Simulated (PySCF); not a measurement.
# How methods differ on the ionisation energy of V

V [Ar] 3d3 4s2 (4F) → V⁺ [Ar] 3d4 (5D), as a difference of total energies. Computed with PySCF 2.14 in ANO-RCC-VTZP (6s5p3d2f1g, 59 functions), with the spin-free X2C one-electron Hamiltonian (Gaussian nucleus). Correlated levels: valence: [Ar] frozen. The calculations carry no spin-orbit coupling.

Question: Order these methods by the ionisation energy they give, lowest first.
A. MP2 (valence)
B. CCSD(T) (valence)
C. CCSD (valence)
D. SCS-MP2 (valence)

Answer: A (6.507 eV), C (6.749 eV), B (6.789 eV), D (7.018 eV).

Errors of the correlated levels include the incompleteness of this basis and the frozen core.

For comparison: 6.732 eV (measured; NIST levels, between the centres of gravity of the two terms).
